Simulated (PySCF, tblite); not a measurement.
Isomers of C2H12FPSi3, one GFN2-xTB conformer each. Single-point energies are computed at PBE0/pcSseg-1 (PySCF, gas phase, no added dispersion term), electronic only.

| SMILES | GFN2-xTB relative energy (kcal/mol) |
| --- | --- |
| C[Si@@H](P)[C@H]([SiH3])[SiH2]F | 14.8 |
| C[SiH](C)P([SiH3])[SiH2]F | 0.0 |
| FC[SiH2][SiH2]C[SiH2]P | 67.2 |
| FC[Si@@H](P)[SiH2]C[SiH3] | 66.2 |
| CC[Si@@H](F)[Si@@H]([SiH3])P | 21.6 |
| C[C@@H](F)[SiH2][Si@@H]([SiH3])P | 63.2 |
| CC[Si@@H](F)[Si@H]([SiH3])P | 23.0 |

Conformers: `[CH3:1][Si@@H:2]([PH2:3])[C@H:4]([SiH3:5])[SiH2:6][F:7]` with C1–Si2–P3–H -55° and -148°, C1–Si2–C4–Si5 -170°, Si2–C4–Si6–F7 -54°; `[CH3:1][SiH:2]([CH3:3])[P:4]([SiH3:5])[SiH2:6][F:7]` with C1–Si2–P4–Si5 67°, Si2–P4–Si6–F7 66°; `[F:1][CH2:2][SiH2:3][SiH2:4][CH2:5][SiH2:6][PH2:7]` with F1–C2–Si3–Si4 52°, C2–Si3–Si4–C5 -60°, Si3–Si4–C5–Si6 -68°, Si4–C5–Si6–P7 180°, C5–Si6–P7–H 170° and 77°; `[F:1][CH2:2][Si@@H:3]([PH2:4])[SiH2:5][CH2:6][SiH3:7]` with F1–C2–Si3–P4 -94°, C2–Si3–P4–H 171° and 78°, C2–Si3–Si5–C6 56°, Si3–Si5–C6–Si7 -177°; `[CH3:1][CH2:2][Si@@H:3]([F:4])[Si@@H:5]([SiH3:6])[PH2:7]` with C1–C2–Si3–F4 -73°, C2–Si3–Si5–Si6 -72°, Si3–Si5–P7–H 74° and 167°; `[CH3:1][C@@H:2]([F:3])[SiH2:4][Si@@H:5]([SiH3:6])[PH2:7]` with C1–C2–Si4–Si5 -161°, C2–Si4–Si5–Si6 59°, Si4–Si5–P7–H -173° and -80°; `[CH3:1][CH2:2][Si@@H:3]([F:4])[Si@H:5]([SiH3:6])[PH2:7]` with C1–C2–Si3–F4 51°, C2–Si3–Si5–Si6 -55°, Si3–Si5–P7–H -39° and 54°.

Task: What does PBE0/pcSseg-1 give for the same structures?

Result: 
```
                          SMILES  PBE0/pcSseg-1 E (Eh)  PBE0/pcSseg-1 (kcal/mol)  GFN2-xTB (kcal/mol)  point group
       C[SiH](C)P([SiH3])[SiH2]F           -1392.44758                       0.0                  0.0           C1
 C[Si@@H](P)[C@H]([SiH3])[SiH2]F           -1392.42739                      12.7                 14.8           C1
     CC[Si@@H](F)[Si@H]([SiH3])P           -1392.41219                      22.2                 23.0           C1
    CC[Si@@H](F)[Si@@H]([SiH3])P           -1392.40984                      23.7                 21.6           C1
       FC[Si@@H](P)[SiH2]C[SiH3]           -1392.34216                      66.2                 66.2           C1
          FC[SiH2][SiH2]C[SiH2]P           -1392.34145                      66.6                 67.2           C1
C[C@@H](F)[SiH2][Si@@H]([SiH3])P           -1392.33901                      68.1                 63.2           C1
```

Both levels put the same isomer lowest; measured from each level's own lowest isomer, the values differ by up to 4.9 kcal/mol (C[C@@H](F)[SiH2][Si@@H]([SiH3])P: 63.2 against 68.1). As drawn, the lowest has an Si–F bond, which the highest lacks; the highest has an Si–Si bond, which the lowest lacks. Neighbours under 2.5 kcal/mol apart (CC[Si@@H](F)[Si@H]([SiH3])P and CC[Si@@H](F)[Si@@H]([SiH3])P; FC[Si@@H](P)[SiH2]C[SiH3] and FC[SiH2][SiH2]C[SiH2]P; FC[SiH2][SiH2]C[SiH2]P and C[C@@H](F)[SiH2][Si@@H]([SiH3])P) can change places with a better method, another conformer or zero-point energy. CC[Si@@H](F)[Si@H]([SiH3])P and CC[Si@@H](F)[Si@@H]([SiH3])P are stereoisomers, 1.5 kcal/mol apart in the conformers taken.

Task: Which frontier levels, dipoles and rotational constants go with these structures?

Result: 
```json
{"SMILES": "C[SiH](C)P([SiH3])[SiH2]F", "HOMO (eV, PBE0/pcSseg-1)": "-7.22", "LUMO (eV)": "-0.62", "dipole (D)": "1.97", "A, B, C (MHz)": "1192, 1029, 600.3"}
{"SMILES": "C[Si@@H](P)[C@H]([SiH3])[SiH2]F", "HOMO (eV, PBE0/pcSseg-1)": "-7.42", "LUMO (eV)": "-0.16", "dipole (D)": "0.87", "A, B, C (MHz)": "1399, 828.5, 548.1"}
{"SMILES": "CC[Si@@H](F)[Si@H]([SiH3])P", "HOMO (eV, PBE0/pcSseg-1)": "-7.25", "LUMO (eV)": "-0.92", "dipole (D)": "1.81", "A, B, C (MHz)": "1517, 640.9, 519.0"}
{"SMILES": "CC[Si@@H](F)[Si@@H]([SiH3])P", "HOMO (eV, PBE0/pcSseg-1)": "-7.60", "LUMO (eV)": "-1.05", "dipole (D)": "1.28", "A, B, C (MHz)": "1188, 825.5, 685.8"}
{"SMILES": "FC[Si@@H](P)[SiH2]C[SiH3]", "HOMO (eV, PBE0/pcSseg-1)": "-7.28", "LUMO (eV)": "-0.40", "dipole (D)": "1.41", "A, B, C (MHz)": "2011, 485.5, 423.6"}
{"SMILES": "FC[SiH2][SiH2]C[SiH2]P", "HOMO (eV, PBE0/pcSseg-1)": "-7.38", "LUMO (eV)": "-0.25", "dipole (D)": "1.86", "A, B, C (MHz)": "1776, 510.4, 446.2"}
{"SMILES": "C[C@@H](F)[SiH2][Si@@H]([SiH3])P", "HOMO (eV, PBE0/pcSseg-1)": "-7.32", "LUMO (eV)": "-0.77", "dipole (D)": "0.95", "A, B, C (MHz)": "1550, 665.8, 492.5"}
```

Task: What happens when harmonic zero-point energies from GFN2-xTB frequencies are added?

Result: 
```json
{"SMILES": "C[SiH](C)P([SiH3])[SiH2]F", "ZPE (kcal/mol)": "79.7", "electronic (kcal/mol)": "0.0", "with ZPE (kcal/mol)": "0.0"}
{"SMILES": "C[Si@@H](P)[C@H]([SiH3])[SiH2]F", "ZPE (kcal/mol)": "77.1", "electronic (kcal/mol)": "12.7", "with ZPE (kcal/mol)": "10.0"}
{"SMILES": "CC[Si@@H](F)[Si@H]([SiH3])P", "ZPE (kcal/mol)": "79.2", "electronic (kcal/mol)": "22.2", "with ZPE (kcal/mol)": "21.7"}
{"SMILES": "CC[Si@@H](F)[Si@@H]([SiH3])P", "ZPE (kcal/mol)": "79.2", "electronic (kcal/mol)": "23.7", "with ZPE (kcal/mol)": "23.2"}
{"SMILES": "FC[Si@@H](P)[SiH2]C[SiH3]", "ZPE (kcal/mol)": "76.5", "electronic (kcal/mol)": "66.2", "with ZPE (kcal/mol)": "63.0"}
{"SMILES": "FC[SiH2][SiH2]C[SiH2]P", "ZPE (kcal/mol)": "76.6", "electronic (kcal/mol)": "66.6", "with ZPE (kcal/mol)": "63.5"}
{"SMILES": "C[C@@H](F)[SiH2][Si@@H]([SiH3])P", "ZPE (kcal/mol)": "77.2", "electronic (kcal/mol)": "68.1", "with ZPE (kcal/mol)": "65.6"}
```

The zero-point energies span 3.2 kcal/mol. The order is unchanged.

Task: As an exercise, what shares would exp(−E/RT) give at 2000 K from these electronic energies alone (no entropy, no degeneracies)?

Result: RT = 3.974 kcal/mol: C[SiH](C)P([SiH3])[SiH2]F 95.5 %, C[Si@@H](P)[C@H]([SiH3])[SiH2]F 3.9 %, CC[Si@@H](F)[Si@H]([SiH3])P 0.4 %, CC[Si@@H](F)[Si@@H]([SiH3])P 0.2 %, FC[Si@@H](P)[SiH2]C[SiH3] under 0.1 %, FC[SiH2][SiH2]C[SiH2]P under 0.1 %, C[C@@H](F)[SiH2][Si@@H]([SiH3])P under 0.1 %.
